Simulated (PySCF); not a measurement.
Geometry (Å), atoms numbered from 1 in this order:
```xyz
19

C    -1.913   -0.749   -0.252
N    -1.087    0.393    0.048
C    -1.800    1.651    0.071
C     0.231    0.379    0.343
O     0.839    1.405    0.598
C     0.924   -0.979    0.340
C     2.392   -0.851    0.725
S     3.373   -0.009   -0.564
H    -1.323   -1.647   -0.403
H    -2.624   -0.926    0.561
H    -2.482   -0.552   -1.164
H    -2.606    1.614    0.806
H    -1.098    2.437    0.341
H    -2.223    1.864   -0.913
H     0.426   -1.638    1.056
H     0.854   -1.421   -0.657
H     2.845   -1.835    0.842
H     2.503   -0.283    1.648
H     2.759    1.157   -0.404
```

Geometry: GFN2-xTB; GIAO absolute shieldings from PySCF 2.14.0 with density-fitted response routines, gas phase, non-relativistic, averaged over equivalent atoms.

At X3LYP/pcSseg-1 (198 basis functions, 43 s wall time on 1 thread of an Arm Neoverse V1, shared host):
```json
{"atoms": "C4", "σ (ppm)": "8.4"}
{"atoms": "C6", "σ (ppm)": "141.0"}
{"atoms": "C1", "σ (ppm)": "144.6"}
{"atoms": "C3", "σ (ppm)": "147.2"}
{"atoms": "C7", "σ (ppm)": "153.4"}
{"atoms": "N2", "σ (ppm)": "139.3"}
{"atoms": "O5", "σ (ppm)": "-68.1"}
{"atoms": "S8", "σ (ppm)": "564.5"}
{"atoms": "H19", "σ (ppm)": "27.90"}
{"atoms": "H12/H13/H14", "σ (ppm)": "28.64"}
{"atoms": "H9/H10/H11", "σ (ppm)": "28.81"}
{"atoms": "H17/H18", "σ (ppm)": "29.16"}
{"atoms": "H15/H16", "σ (ppm)": "29.37"}
```

Problem. Predict the values at wB97X/def2-SVPD on the same geometry.

Solution. 
| atoms | σ at wB97X/def2-SVPD | change |
| --- | --- | --- |
| C4 | 30.0 | +21.6 |
| C6 | 158.8 | +17.8 |
| C1 | 162.5 | +17.9 |
| C3 | 164.9 | +17.7 |
| C7 | 172.9 | +19.5 |
| N2 | 168.8 | +29.5 |
| O5 | -12.3 | +55.8 |
| S8 | 651.2 | +86.7 |
| H19 | 28.00 | +0.10 |
| H12/H13/H14 | 28.81 | +0.17 |
| H9/H10/H11 | 28.98 | +0.17 |
| H17/H18 | 29.45 | +0.29 |
| H15/H16 | 29.49 | +0.12 |

The largest change is at S8 (thiol sulfur). Cost: 258 basis functions, 63 s wall time on 1 thread of an Arm Neoverse V1, shared host. The order of the carbon signals is the same at both levels.

The two substituents on the amide-type nitrogen aren't averaged: C–N rotation is slow on the NMR time scale.
